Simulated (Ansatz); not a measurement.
`COC(C)=N` + `[OH][InH][Br]` → `C[O][InH][Br]` + `CC(=N)O`  (substitution at a C–O bond)

Isolated molecules relaxed with PBE0-D4/def2-TZVP in Ansatz; ΔE leaves out vibrations. CCSD(T)/CBS is the MP2 limit (def2-TZVPP, def2-QZVPP) plus CCSD(T) − MP2 in def2-TZVPP, frozen cores. Functionals use def2-TZVPP. B3LYP here is the variant with VWN-RPA as its local correlation; programs differ in this. def2 core potentials past Kr. For Br, In outer-core shells are correlated without core-valence functions, which leaves a few kJ/mol of doubt a bond. Scalar relativity is left out up to krypton. Each species was taken in one conformer, which may not be the lowest.

```
             level  ΔE (kJ/mol)
            PBE-D4          5.3
          B3LYP-D4          6.7
CCSD(T)/def2-TZVPP          9.4
     MP2/CBS(def2)         11.3
```

Question: What does CCSD(T)/CBS give? (An estimate is asked.)

Answer: Ansatz gave: +9.5 kJ/mol. The listed levels differ from it by -4.2, -2.8, -0.1, 1.8 kJ/mol.

Largest T1 diagnostic among the species: 0.014.
